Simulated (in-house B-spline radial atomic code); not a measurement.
**Response and correlation of H⁻**

Closed shell 1s2. Computed with an all-electron radial atomic-structure program (B-spline basis): Dirac-Hartree-Fock, relativistic RPA (time-dependent Dirac-Hartree-Fock) for the response and second-order many-body perturbation theory for correlation, no-pair Dirac-Coulomb Hamiltonian, finite nucleus.

Command:
```bash
python run_mb.py task.json out
```
Settings (nuclear radius in fm, box in bohr, cutoff in hartree):
```
basis_form          2
Z                   1
core_configuration  1s2
rms_radius          0.8409
mass_number         1
speed_of_light      137.036
box_radius          67.716
lmax                7
intervals           75
virtual_cutoff      2000.0
```

Time taken, with all properties: 0.6 s on 1 thread of Arm Neoverse V1, with other jobs on the host.

```tsv
multipole (bohr³, bohr⁵, bohr⁷)	uncoupled	coupled RPA
dipole	44.499	91.395
quadrupole	1144.1	?
octupole	79356	143960
```

**Question.** What is the coupled quadrupole polarisability?

**Answer.** 2326.2 atomic units, +103 % against the uncoupled value.

**Question.** Which subshells carry the dipole polarisability?

**Answer.** 1s1/2 100.0 %.

**Question.** What does the dipole shielding factor come to?

**Answer.** The dipole shielding factor is 2.000, against the exact N/Z = 2/1 = 2.000 of the non-relativistic theorem.

Dipole polarisability at imaginary frequency:

| u (Eh) | α(iu) (bohr³) |
| --- | --- |
| 0 | 91.4 |
| 0.00707 | 90.79 |
| 0.0177 | 87.79 |
| 0.0354 | 79.08 |
| 0.053 | 68.88 |
| 0.0707 | 59.21 |
| 0.106 | 43.89 |
| 0.141 | 33.4 |
| 0.177 | 25.93 |
| 0.247 | 17 |
| 0.354 | 10.14 |
| 0.53 | 5.331 |
| 0.707 | 3.261 |
| 1.06 | 1.576 |
| 1.77 | 0.6015 |
| 3.54 | 0.1563 |

**Question.** What dispersion coefficients follow for two such ions (the dispersion part alone)?

**Answer.** C6 = (3/π)∫α(iu)²du = 648.5 hartree·bohr⁶ and C8 = 80800 hartree·bohr⁸.

Second-order correlation energy by the highest angular momentum of the excited pair (hartree): s -0.0139, p -0.01279, d -0.002401, f -0.0007441, g -0.0002982, h -0.0001405, i -7.406e-05, k -4.234e-05.

**Question.** What is the second-order correlation energy at the partial-wave limit?

**Answer.** The listed waves sum to -0.030393 hartree; extrapolating the increments as (l + 1/2)⁻⁴ gives -0.030479 hartree, -0.415 eV per electron.
